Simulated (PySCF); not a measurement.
**Choosing a basis for TDDFT**

Species: C2H8GeS.
InChI=1S/C2H8GeS/c1-3-4-2/h3H2,1-2H3

TDDFT with PBE0 (PySCF), vertical singlets, core orbitals frozen in the response, spherical d and f functions. The structure is a single PBE0-D3(BJ)/def2-SVP conformer in the gas phase; no vibrational or solvent corrections. Relativistic effects, spin–orbit coupling among them, are left out although an element past zinc is present.

```json
{"basis": "6-31G*", "functions": "94", "diffuse": "no", "S1 (eV)": "5.42", "S2 (eV)": "6.35", "S3 (eV)": "7.07", "S4 (eV)": "7.49", "S5 (eV)": "7.86", "LUMO (eV)": "0.46", "α (au)": "64.6"}
{"basis": "def2-SVP", "functions": "118", "diffuse": "no", "S1 (eV)": "5.56", "S2 (eV)": "6.41", "S3 (eV)": "7.22", "S4 (eV)": "7.39", "S5 (eV)": "7.46", "LUMO (eV)": "0.58", "α (au)": "66.7"}
{"basis": "def2-SVPD", "functions": "169", "diffuse": "yes", "S1 (eV)": "5.22", "S2 (eV)": "5.96", "S3 (eV)": "6.13", "S4 (eV)": "6.71", "S5 (eV)": "6.94", "LUMO (eV)": "-0.03", "α (au)": "79.8"}
{"basis": "aug-cc-pVDZ", "functions": "181", "diffuse": "yes", "S1 (eV)": "5.10", "S2 (eV)": "5.62", "S3 (eV)": "5.74", "S4 (eV)": "6.30", "S5 (eV)": "6.42", "LUMO (eV)": "-0.26", "α (au)": "81.0"}
{"basis": "def2-TZVP", "functions": "195", "diffuse": "no", "S1 (eV)": "5.27", "S2 (eV)": "6.23", "S3 (eV)": "6.65", "S4 (eV)": "6.94", "S5 (eV)": "7.14", "LUMO (eV)": "0.20", "α (au)": "76.0"}
{"basis": "def2-TZVPD", "functions": "246", "diffuse": "yes", "S1 (eV)": "5.11", "S2 (eV)": "5.83", "S3 (eV)": "5.98", "S4 (eV)": "6.49", "S5 (eV)": "6.64", "LUMO (eV)": "-0.14", "α (au)": "81.2"}
```

**Question.** How much do these states and the polarisability depend on the basis?

**Answer.** States are compared by their number. Against the largest diffuse basis here (def2-TZVPD, itself not a converged limit), sets without diffuse functions differ by up to 0.45 eV in S1 and 1.21 eV in S5; the smaller diffuse sets differ by up to 0.11 and 0.29 eV. State by state, the largest deviation of a set without diffuse functions is S1 0.45, S2 0.58, S3 1.24, S4 1.00, S5 1.21 eV. The same number needn't mean the same state in each row. Against def2-TZVPD the polarisability deviates by -20% in 6-31G*, -18% in def2-SVP, -2% in def2-SVPD, 0% in aug-cc-pVDZ, -6% in def2-TZVP.

Without π bonds the low states may be Rydberg-like; a valence basis with one diffuse set may place them up to an eV too high.
